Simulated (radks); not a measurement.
Values are calculated unless marked as measured or tabulated.
Task: Neutral zinc, [Ar] 3d10 4s2. Level of theory: non-relativistic Kohn-Sham, exchange-only B88, spin-polarised, spherical densities, point nucleus (a radial shooting solver on a logarithmic mesh with Libxc functionals). Every spin shell is full or empty, so the densities are truly spherical. Functionals are evaluated on that one density, not self-consistently. Rank these exchange functionals by their error against the exact value of the orbitals, and give that value: LDA, B88, PBE, RPBE, PW86, OPTX, WC, B86b, G96, EV93, APBE, TPSS, r2SCAN, MS2, Tao-Mo.

Result: Exact: -69.3969 hartree. From best to worst, with 100 (|E| - |E exact|)/|E exact| (equal figures are ties): MS2 -0.02, PBE -0.02, Tao-Mo -0.22, r2SCAN +0.27, RPBE +0.28, TPSS +0.36, B88 +0.47, B86b +0.49, PW86 +0.57, EV93 +0.58, WC -0.66, G96 +0.69, APBE +0.89, OPTX +1.06, LDA -5.61.
